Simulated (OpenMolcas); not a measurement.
Au3+ with 5 ligands (fluoride) in trigonal bipyramidal coordination (D3h). The axial distance is 1.06 times the equatorial one, R.

* Program: OpenMolcas 26.06
* Method: CASSCF
* Basis: ANO-RCC-VDZP [7s6p4d2f]
* Scalar Hamiltonian: DKH2, point nucleus
* Active space: 8 electrons in 5 orbitals (5d)
* State averaging: 2S+1 = 3 even, 10 roots; 2S+1 = 1 even, 15 roots
* Spin-orbit coupling: state interaction with AMFI integrals over the reference wave functions

All ligands move together. At R = 2.04 Å the first state of the same spin is 11677 cm-1, and at R = 2.09 Å it is 10693 cm-1.

Task: A third run gives 9491 cm-1. What distance was it run at?

Result: With a power law R^-n the two known points give n = -ln(10693 / 11677) / ln(2.09 / 2.04) = 3.64. Then R = 2.04 × (11677 / 9491)^(1/3.64) = 2.160 Å. The run was at 2.16 Å, so the estimate is off by 0 Å.

An orbital doublet at a regular site is open to a Jahn-Teller distortion, which this geometry leaves out. Without dynamic correlation the repulsion within the d shell is too large (B by tens of per cent), so at a given field states of lower spin stand too high. Real 4d8 and 5d8 ions are as a rule square planar and diamagnetic. This shell can be high or low spin here, a state of another spin lies low, and with metal d orbitals alone active their balance is uncertain, so the ground spin may be wrong. The least metal-like active orbital is 75 % on the metal (Löwdin) and no ligand orbital is active, so the numbers are rough. With metal d orbitals alone the field can be off either way by tens of per cent. Ligand-to-metal charge-transfer states are missing. With no ligand orbital active B as a rule stays too high, so bands that hang on it stand too high and its fall with covalency is understated. No measured value stands beside these numbers; the geometry was imposed, not optimised, and the real ion may take another.
